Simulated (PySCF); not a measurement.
Ga(F)(Me)(vinyl) (C3H6FGa), SMILES C=[CH][Ga]([CH3])[F]. Atoms are numbered in the order given.

```xyz
11

Ga     0.0788     0.2635     0.1184
F      1.1549     1.6514    -0.0936
C     -1.1013     0.3689     1.6678
H     -1.7581    -0.5087     1.7597
H     -1.7274     1.2724     1.5958
H     -0.4996     0.4568     2.5863
C      0.2574    -1.1215    -1.2280
C     -0.5120    -2.2184    -1.1763
H      0.9823    -1.0313    -2.0467
H     -0.4425    -3.0240    -1.9191
H     -1.2567    -2.3698    -0.3837
```
Charge 0, spin multiplicity 1.

Geometry optimised at ωB97X-D3(BJ)/def2-SVP. The structure was generated by enumeration; whether it is a known compound was not checked. Other conformers were not sampled.

The numbers are results of ωB97X-D3(BJ)/def2-SVP (PySCF 2.14.0), not measurements.

Frequencies are harmonic and unscaled.

```json
[
 {"mode": "1", "ν (cm⁻¹)": "51", "IR (km/mol)": "0.1", "Raman (Å⁴/amu)": "0.1", "depolarisation": "0.75", "moving atoms (share of kinetic energy)": "H 98 %"},
 {"mode": "2", "ν (cm⁻¹)": "76", "IR (km/mol)": "1.6", "Raman (Å⁴/amu)": "5.6", "depolarisation": "0.75", "moving atoms (share of kinetic energy)": "C 43 %, H 28 %, F 22 %"},
 {"mode": "3", "ν (cm⁻¹)": "102", "IR (km/mol)": "1.7", "Raman (Å⁴/amu)": "2.2", "depolarisation": "0.62", "moving atoms (share of kinetic energy)": "C 53 %, H 25 %, Ga 12 %, F 9 %"},
 {"mode": "4", "ν (cm⁻¹)": "175", "IR (km/mol)": "6.9", "Raman (Å⁴/amu)": "1.0", "depolarisation": "0.75", "moving atoms (share of kinetic energy)": "H 32 %, Ga 32 %, C 24 %, F 12 %"},
 {"mode": "5", "ν (cm⁻¹)": "181", "IR (km/mol)": "18.3", "Raman (Å⁴/amu)": "0.7", "depolarisation": "0.71", "moving atoms (share of kinetic energy)": "F 50 %, C 20 %, Ga 15 %, H 15 %"},
 {"mode": "6", "ν (cm⁻¹)": "295", "IR (km/mol)": "5.9", "Raman (Å⁴/amu)": "3.5", "depolarisation": "0.55", "moving atoms (share of kinetic energy)": "C 61 %, H 19 %, Ga 12 %"},
 {"mode": "7", "ν (cm⁻¹)": "471", "IR (km/mol)": "25.9", "Raman (Å⁴/amu)": "9.6", "depolarisation": "0.75", "moving atoms (share of kinetic energy)": "H 71 %, C 27 %"},
 {"mode": "8", "ν (cm⁻¹)": "567", "IR (km/mol)": "1.1", "Raman (Å⁴/amu)": "23.8", "depolarisation": "0.14", "moving atoms (share of kinetic energy)": "C 73 %, H 22 %"},
 {"mode": "9", "ν (cm⁻¹)": "630", "IR (km/mol)": "73.6", "Raman (Å⁴/amu)": "0.6", "depolarisation": "0.72", "moving atoms (share of kinetic energy)": "C 54 %, Ga 27 %, H 20 %"},
 {"mode": "10", "ν (cm⁻¹)": "690", "IR (km/mol)": "74.9", "Raman (Å⁴/amu)": "2.6", "depolarisation": "0.46", "moving atoms (share of kinetic energy)": "F 76 %, Ga 21 %"},
 {"mode": "11", "ν (cm⁻¹)": "701", "IR (km/mol)": "38.9", "Raman (Å⁴/amu)": "0.1", "depolarisation": "0.75", "moving atoms (share of kinetic energy)": "H 79 %, C 18 %"},
 {"mode": "12", "ν (cm⁻¹)": "750", "IR (km/mol)": "53.7", "Raman (Å⁴/amu)": "0.9", "depolarisation": "0.74", "moving atoms (share of kinetic energy)": "H 77 %, C 20 %"},
 {"mode": "13", "ν (cm⁻¹)": "1005", "IR (km/mol)": "9.3", "Raman (Å⁴/amu)": "3.5", "depolarisation": "0.66", "moving atoms (share of kinetic energy)": "H 87 %, C 12 %"},
 {"mode": "14", "ν (cm⁻¹)": "1021", "IR (km/mol)": "31.9", "Raman (Å⁴/amu)": "0.4", "depolarisation": "0.75", "moving atoms (share of kinetic energy)": "H 73 %, C 27 %"},
 {"mode": "15", "ν (cm⁻¹)": "1065", "IR (km/mol)": "10.7", "Raman (Å⁴/amu)": "0.1", "depolarisation": "0.75", "moving atoms (share of kinetic energy)": "H 92 %, C 8 %"},
 {"mode": "16", "ν (cm⁻¹)": "1246", "IR (km/mol)": "15.5", "Raman (Å⁴/amu)": "3.2", "depolarisation": "0.09", "moving atoms (share of kinetic energy)": "H 79 %, C 20 %"},
 {"mode": "17", "ν (cm⁻¹)": "1272", "IR (km/mol)": "4.5", "Raman (Å⁴/amu)": "8.1", "depolarisation": "0.17", "moving atoms (share of kinetic energy)": "H 71 %, C 29 %"},
 {"mode": "18", "ν (cm⁻¹)": "1431", "IR (km/mol)": "12.1", "Raman (Å⁴/amu)": "22.7", "depolarisation": "0.48", "moving atoms (share of kinetic energy)": "H 84 %, C 16 %"},
 {"mode": "19", "ν (cm⁻¹)": "1441", "IR (km/mol)": "7.3", "Raman (Å⁴/amu)": "10.3", "depolarisation": "0.73", "moving atoms (share of kinetic energy)": "H 95 %"},
 {"mode": "20", "ν (cm⁻¹)": "1443", "IR (km/mol)": "2.2", "Raman (Å⁴/amu)": "7.7", "depolarisation": "0.75", "moving atoms (share of kinetic energy)": "H 95 %"},
 {"mode": "21", "ν (cm⁻¹)": "1691", "IR (km/mol)": "11.4", "Raman (Å⁴/amu)": "18.1", "depolarisation": "0.07", "moving atoms (share of kinetic energy)": "C 84 %, H 16 %"},
 {"mode": "22", "ν (cm⁻¹)": "3073", "IR (km/mol)": "2.9", "Raman (Å⁴/amu)": "123.2", "depolarisation": "0.01", "moving atoms (share of kinetic energy)": "H 97 %"},
 {"mode": "23", "ν (cm⁻¹)": "3135", "IR (km/mol)": "15.7", "Raman (Å⁴/amu)": "97.3", "depolarisation": "0.16", "moving atoms (share of kinetic energy)": "H 95 %"},
 {"mode": "24", "ν (cm⁻¹)": "3173", "IR (km/mol)": "2.3", "Raman (Å⁴/amu)": "94.1", "depolarisation": "0.75", "moving atoms (share of kinetic energy)": "H 91 %, C 9 %"},
 {"mode": "25", "ν (cm⁻¹)": "3184", "IR (km/mol)": "2.9", "Raman (Å⁴/amu)": "146.4", "depolarisation": "0.34", "moving atoms (share of kinetic energy)": "H 91 %, C 9 %"},
 {"mode": "26", "ν (cm⁻¹)": "3185", "IR (km/mol)": "4.8", "Raman (Å⁴/amu)": "67.5", "depolarisation": "0.75", "moving atoms (share of kinetic energy)": "H 91 %, C 9 %"},
 {"mode": "27", "ν (cm⁻¹)": "3225", "IR (km/mol)": "10.7", "Raman (Å⁴/amu)": "87.2", "depolarisation": "0.56", "moving atoms (share of kinetic energy)": "H 89 %, C 11 %"}
]
```
